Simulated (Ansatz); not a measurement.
`[BH2-]1[F+][BH2-][F+]1` → 2 B• + 2 F• + 4 H•  (atomization)

Gas-phase electronic energies from Ansatz, PBE0-D4/def2-TZVP geometries. CCSD(T)/CBS adds triple-zeta CCSD(T) − MP2 to the extrapolated MP2 energy (def2 sets, frozen cores). This one scheme is used for every species, atoms too. No spin–orbit coupling; open shells (•) take unrestricted orbitals. Spin–orbit coupling would lower the free atoms: a little for B, F.

| species | CCSD(T)/CBS(def2) energy (Eh) |
| --- | --- |
| `[BH2-]1[F+][BH2-][F+]1` | -251.63934 |
| B• | -24.60433 |
| F• | -99.66871 |
| H• | -0.50000 |

(1) Work out ΔE.

Largest T1 diagnostic among the species: 0.014.

Answers

(1) ΔE = 4 × (-0.50000) + 2 × (-24.60433) + 2 × (-99.66871) − (-251.63934) = 1.09326 Eh = +686.0 kcal/mol.

Leaving LDA and LC-ωPBE aside and taking each functional with its dispersion term where it has one, the values, not all of them listed here, spread over 24.0 kcal/mol, from BHLYP-D4 to CAM-B3LYP-D4. LDA lies +90.8 kcal/mol from PBE without D4, its usual overbinding. From PBE to PBE0 (25 % exact exchange), in def2-TZVPP and without D4, ΔE moves by −10.5 kcal/mol: exact exchange takes away binding that semilocal exchange gives to molecules. In def2-TZVPP, CCSD(T) changes the Hartree–Fock value by +139.6 kcal/mol (the triples alone add +8.0 kcal/mol) and MP2 by +156.2 kcal/mol; breaking electron pairs costs correlation energy, which Hartree–Fock lacks.

For atomizations the MP2-based limit and the directly extrapolated one differ by several kJ/mol either way, and by 10 to 25 for some Ge, Se and Sn compounds, so smaller differences from it don't rank the levels.
